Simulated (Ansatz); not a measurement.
`CCCCCCCCCC[S][Au]` with charge +1. The state is a doublet with charge 1. Geometry PBE-D4/def2-SVP, that of the neutral singlet.

```xyz
33

C    -2.239    2.220    4.805
C    -1.615    1.133    3.926
C    -1.130    1.648    2.567
C    -0.503    0.568    1.681
C    -0.017    1.081    0.322
C     0.604   -0.007   -0.560
C     1.066    0.498   -1.932
C     1.762   -0.558   -2.803
C     0.863   -1.738   -3.193
C     1.575   -2.773   -4.062
S     0.549   -4.191   -4.608
Au   -0.103   -5.136   -2.644
H    -2.580    1.816    5.780
H    -1.514    3.034    5.015
H    -3.118    2.683    4.309
H    -0.761    0.662    4.463
H    -2.352    0.314    3.764
H    -1.984    2.117    2.026
H    -0.393    2.468    2.726
H     0.350    0.097    2.223
H    -1.241   -0.251    1.522
H     0.724    1.898    0.479
H    -0.869    1.551   -0.220
H    -0.137   -0.828   -0.688
H     1.469   -0.465   -0.027
H     1.759    1.356   -1.784
H     0.191    0.911   -2.484
H     2.659   -0.942   -2.266
H     2.148   -0.070   -3.726
H     0.495   -2.257   -2.280
H    -0.044   -1.374   -3.723
H     1.884   -2.325   -5.035
H     2.502   -3.142   -3.575
```

In the def2 sets Au takes a core potential; there is no spin–orbit coupling. At PBE-D4/def2-SVP the gap within one spin of the charge 1 doublet nearly closes, so an electron or hole may be smeared out by delocalisation error.

(1) Estimate the α-spin orbital energies around the gap (eV) in Ansatz with PBE-D4/def2-SVP, r2SCANh-D4/def2-SVP, PBE0-D4/def2-SVP.

Results:

(1) 
```
orbital  PBE-D4/def2-SVP  r2SCANh-D4/def2-SVP  PBE0-D4/def2-SVP
 HOMO−5           -10.77               -11.37            -11.75
 HOMO−4           -10.70               -11.32            -11.64
 HOMO−3           -10.45               -10.86            -11.16
 HOMO−2           -10.37               -10.78            -11.02
 HOMO−1           -10.21               -10.56            -10.76
   HOMO           -10.11               -10.41            -10.65
   LUMO            -8.28                -8.29             -8.22
 LUMO+1            -4.87                -4.74             -4.78
 LUMO+2            -4.03                -3.81             -4.05
 LUMO+3            -3.29                -3.06             -3.07
 LUMO+4            -2.53                -2.09             -2.38
 LUMO+5            -2.06                -1.34             -1.45
 β HOMO           -10.07               -10.40            -10.65
 β LUMO           -10.05               -10.15             -9.98
```
